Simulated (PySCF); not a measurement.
# Single point on SnH

State: ²Π (doublet), unpaired electrons π ↑.

An equivalent input (the run itself took its basis sets from the Basis Set Exchange, started from a PBE0 density and held the occupation σ 5α 5β, πx 3α 2β, πy 2α 2β, δx 1α 1β, δy 1α 1β):

```python
from pyscf import gto, dft
mol = gto.M(atom='Sn 0 0 0; H 0 0 1.788', basis={'Sn': 'def2-SVPD', 'H': 'def2-SVPD'}, ecp={'Sn': 'def2-SVPD'},
            charge=0, spin=1, verbose=4, symmetry='C2v')
mf = dft.UKS(mol, xc='CAMB3LYP')
mf.grids.atom_grid = (80, 434)
mf.grids.prune = dft.gen_grid.treutler_prune
mf.irrep_nelec = {'A1': (6, 6), 'A2': (1, 1), 'B1': (3, 2), 'B2': (2, 2)}
mf.conv_tol = 1e-9
mf.max_cycle = 60
mf.diis_space = 10
mf.kernel()
```

The log (some set-up lines and the per-cycle HOMO/LUMO lines removed):

```
******** <class 'pyscf.dft.uks_symm.SymAdaptedUKS'> ********
method = SymAdaptedUKS
damping factor = 0
level_shift factor = 0
DIIS = <class 'pyscf.scf.diis.CDIIS'>
diis_start_cycle = 1
diis_space = 10
diis_damp = 0
SCF conv_tol = 1e-09
SCF conv_tol_grad = None
SCF max_cycles = 60
number electrons alpha = 12  beta = 11
Set gradient conv threshold to 3.16228e-05
init E= -214.827985400412
cycle= 1 E= -214.828195950044  delta_E= -0.000211  |g|= 0.00518  |ddm|= 0.0716
cycle= 2 E= -214.828209065232  delta_E= -1.31e-05  |g|= 0.00232  |ddm|= 0.0208
cycle= 3 E= -214.828211373028  delta_E= -2.31e-06  |g|= 0.000414  |ddm|= 0.00318
cycle= 4 E= -214.828211865024  delta_E= -4.92e-07  |g|= 0.00016  |ddm|= 0.00205
cycle= 5 E= -214.828211967804  delta_E= -1.03e-07  |g|= 6e-05  |ddm|= 0.000778
cycle= 6 E= -214.828211981096  delta_E= -1.33e-08  |g|= 1.56e-05  |ddm|= 0.000286
cycle= 7 E= -214.828211982125  delta_E= -1.03e-09  |g|= 2.17e-06  |ddm|= 9.49e-05
cycle= 8 E= -214.828211982143  delta_E= -1.78e-11  |g|= 4.14e-07  |ddm|= 1.11e-05
Extra cycle  E= -214.828211982143  delta_E= -2.84e-13  |g|= 1.67e-07  |ddm|= 1.73e-06
converged SCF energy = -214.828211982143  <S^2> = 0.75325098  2S+1 = 2.0032483
```

Repeating this along the bond gives Re = 1.780 Å and ωe = 1727 cm⁻¹.

A point of this curve took 2.2 CPU seconds beside 0.098 for the integrals, on Oxide Virtual Turin-like (shared host).

Spin–orbit coupling is left out. The state was picked by a PBE0 search and need not be the measured ground state.
